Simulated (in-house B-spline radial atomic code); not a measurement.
Configurations of Zr+, with energies counted from [Kr] (4d3/2)2 5s1. Method: Dirac-Hartree-Fock, average of each configuration as written, Fermi nucleus of rms radius 4.2694 fm. Calculated with a radial B-spline atomic code at the basis-set limit. Energies include first-order Breit, QED and recoil terms.

Occupations are held fixed; configurations that lie above the ionisation limit could autoionise.

```
                                        configuration  E - E(ref) (eV)  highest orbital  its <r> (bohr)
                           [Kr] (4d3/2)1 5s1 (8f7/2)1           12.845            8f7/2           44.07
[Ar] 3d10 4s2 (4p1/2)2 (4p3/2)3 (4d3/2)1 (4d5/2)2 5s1           30.682            5s1/2           3.515
[Ar] 3d10 4s2 (4p1/2)2 (4p3/2)3 (4d5/2)2 5s1 (7d3/2)1           43.429            7d3/2           20.06
[Ar] 3d10 4s2 (4p1/2)1 (4p3/2)4 (4d3/2)2 5s1 (9d5/2)1           46.647            9d5/2           39.19
```

(1) Order these further configurations by energy, lowest first.
A. [Kr] (4d3/2)1 (4d5/2)1 5s1
B. [Kr] (4d5/2)2 5s1
C. [Kr] (4d3/2)1 (4d5/2)1 (6g7/2)1
D. [Kr] (4d3/2)1 5s1 (5p3/2)1

Results:

(1) A (0.23297 eV), B (0.25377 eV), D (4.2455 eV), C (10.639 eV).
